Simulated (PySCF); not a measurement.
PySCF input file for CH6ClGeN, SMILES [CH3][Ge@H]([NH2])[Cl], IEF-PCM-ωB97X/def2-SVP. Geometry: PBE0-D3(BJ)/def2-SVP. The structure was generated by enumeration; whether it is a known compound was not checked. One conformer was computed; it need not be the lowest.

```python
import numpy as np
from pyscf import gto, scf, dft
from pyscf.solvent import pcm

mol = gto.M(
    atom='''
    C    -1.48133516   -1.28820148   -0.11044215
    Ge    0.02504573   -0.11855726   -0.43002761
    N     1.56941851   -1.06830137   -0.28463660
    Cl   -0.10090808    1.47469717    1.07122633
    H    -1.49484866   -2.09565544   -0.85664466
    H    -1.40410129   -1.72810297    0.89420793
    H    -2.41994691   -0.72042927   -0.17032868
    H     0.03638465    0.59206940   -1.78990963
    H     1.67873227   -1.57649610    0.58933710
    H     2.41983552   -0.54008669   -0.46151720
    ''',
    basis='def2-SVP',
    charge=0,
    spin=0,
    max_memory=1600,
    verbose=3,
)
mf = dft.RKS(mol, xc='wb97x').density_fit(auxbasis='def2-universal-jkfit')
mf.grids.level = 3
mf.conv_tol = 1e-9
mf.max_cycle = 100
mf.kernel()
res = {}
for name, eps in {'water': 78.355, 'acetonitrile': 35.688, 'acetone': 20.493}.items():
    s = mf.PCM()
    s.with_solvent.method, s.with_solvent.eps, s.with_solvent.lebedev_order = 'IEF-PCM', eps, 29
    s.kernel(mf.make_rdm1())
    res[name] = (s.e_tot, eps, s.dip_moment(), s.mo_energy, s.converged)
    print(f'{name}: electrostatic solvation free energy {(s.e_tot - mf.e_tot) * 627.509474:.3f} kcal/mol')
```

Log of the run:

```
converged SCF energy = -2633.28169418474

WARN: PCM is an experimental feature. It is still in testing.
Features and APIs may be changed in the future.

converged SCF energy = -2633.2902514312
Dipole moment(X, Y, Z, Debye):  0.44633, -2.25184, -0.71726
water: electrostatic solvation free energy -5.370 kcal/mol

WARN: PCM is an experimental feature. It is still in testing.
Features and APIs may be changed in the future.

converged SCF energy = -2633.29004544683
Dipole moment(X, Y, Z, Debye):  0.44339, -2.24200, -0.71476
acetonitrile: electrostatic solvation free energy -5.240 kcal/mol

WARN: PCM is an experimental feature. It is still in testing.
Features and APIs may be changed in the future.

converged SCF energy = -2633.28977094154
Dipole moment(X, Y, Z, Debye):  0.43952, -2.22878, -0.71129
acetone: electrostatic solvation free energy -5.068 kcal/mol
```

The run converged.
